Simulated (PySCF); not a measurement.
Radial density of He (helium, neutral)

revPBE, 1s2, closed-shell 1S. Computed with PySCF 2.14 in an uncontracted even-tempered set (16 s from 0.09 bohr⁻², ratio 2.2; 7 p from 0.17 bohr⁻², ratio 2.4; 4 d from 0.52 bohr⁻², ratio 2.4; 4 f from 0.78 bohr⁻², ratio 2.4; 3 g from 1.2 bohr⁻², ratio 2.4), with the non-relativistic Hamiltonian (point nucleus).

| r (bohr) | 4πr²ρ (e/bohr) |
| --- | --- |
| 0.0115 | 0.005925 |
| 0.0194 | 0.01624 |
| 0.0327 | 0.04355 |
| 0.0549 | 0.1127 |
| 0.0924 | 0.2742 |
| 0.155 | 0.6041 |
| 0.261 | 1.130 |
| 0.440 | 1.634 |
| 0.740 | 1.593 |
| 1.24 | 0.8630 |
| 2.09 | 0.1960 |
| 3.52 | 0.01193 |
| 5.92 | 7.434e-05 |
